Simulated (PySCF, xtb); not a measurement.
Pb(OH)(NH2) (H3NOPb), SMILES [Pb]([NH2])[OH] (connectivity only; charge and spin as stated), neutral, multiplicity 1. One conformer was computed; it need not be the lowest.

Harmonic wavenumbers (cm⁻¹) from GFN2-xTB in xtb at its own minimum, in rising order: 128, 346, 367, 403, 482, 507, 538, 663, 1551, 3489, 3518, 3736.

Question: What does B3LYP-D3(BJ)/def2-TZVP run with PySCF give at its own minimum? (An estimate is asked for; the answer gives what the named calculation found.)

Answer: 166, 233, 287, 377, 504, 527, 566, 729, 1536, 3520, 3631, 3811. Paired by order, the mean absolute difference is 52 cm⁻¹ and the zero-point energies are 22.5 and 22.7 kcal/mol.
